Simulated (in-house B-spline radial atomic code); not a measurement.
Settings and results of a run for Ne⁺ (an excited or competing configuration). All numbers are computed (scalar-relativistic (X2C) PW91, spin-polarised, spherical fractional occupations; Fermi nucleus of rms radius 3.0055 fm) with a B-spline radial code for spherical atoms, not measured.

Command:
```bash
python run_scf.py task.json out
```
Settings (nuclear radius in fm, mass in u):
```
Z                10
configuration    [He] 2s2 2p4 3s1
hamiltonian      x2c
method           pw91,pw91
spin_polarised   True
nucleus          fermi
rms_radius       3.0055
atomic_mass      19.99244
speed_of_light   137.035999084
```

Output (hartree, bohr):
```
 radial grid: 75 intervals, B-splines of order 8, outer radius 40.5882 bohr

 iter        energy (Eh)    residual
    1        -124.828467    2.50e-01
    2        -126.556444    1.81e-01
    3        -127.211325    5.00e-02
    4        -127.264935    1.20e-02
    5        -127.267011    6.14e-03
    6        -127.268044    6.75e-04
    7        -127.268045    6.08e-05
    8        -127.268045    3.08e-06
    9        -127.268045    1.49e-07

 total energy                      -127.26805
 kinetic                             127.3119
 electron-nucleus                   -297.5408
 Hartree                              54.4696
 exchange-correlation                -11.5087

 orbital      occ     eigenvalue          <r>       <r^2>       <1/r>       <r^4>     <1/r^3>       r_max
 1s up      1.000       -32.0418     0.157924   0.0336663     9.64425  0.00295828           -      0.1025
 1s down    1.000       -31.9628     0.157589    0.033508     9.65915  0.00292708           -      0.1024
 2s up      1.000        -2.5742      0.82686    0.818985       1.769      1.2569           -      0.6575
 2s down    1.000        -2.3991     0.840152    0.847566     1.73805     1.36051           -      0.6636
 2p up      3.000        -1.7245     0.807889    0.827894     1.64588     1.55992     14.7635       0.578
 2p down    1.000        -1.5422     0.832613    0.884701     1.60897     1.81142     14.1315      0.5883
 3s up      1.000        -0.4026      3.02604     10.5051    0.443765     177.121           -       2.617
```

Time taken, with all properties: 0.1 s on 1 thread of Arm Neoverse V1, with other jobs on the host.
